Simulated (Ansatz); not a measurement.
Bond stretch in SLi (cation, charge +1), lowest triplet found (which spin is the ground state isn't settled by this scan).

Levels: ROCCSD(T) = CCSD(T) on ROHF/aug-cc-pVDZ, frozen core run with Ansatz (a first-principles code); FCI = full CI/aug-cc-pVDZ, frozen core (Ansatz).

Energies relative to the lowest point of each curve between 2.12 and 3.12 Å, where full CI is lowest, in kJ/mol:

| R / Å | ROCCSD(T) |
|---|---|
| 1.66 | 307.4 |
| 1.81 | 165.8 |
| 2.03 | 58.9 |
| 2.12 | 35.7 |
| 2.61 | 0.0 |
| 2.76 | 3.0 |
| 2.95 | 9.8 |
| 3.12 | 16.8 |
| 3.39 | 27.9 |
| 4.61 | 58.3 |
| 5.13 | 63.6 |
| 6.69 | 70.3 |

Estimate the FCI values at these points.

1.66: 307.6; 1.81: 166.0; 2.03: 59.1; 2.12: 35.8; 2.61: 0.0; 2.76: 3.0; 2.95: 9.7; 3.12: 16.7; 3.39: 27.8; 4.61: 58.4; 5.13: 63.7; 6.69: 70.3 (kJ/mol).
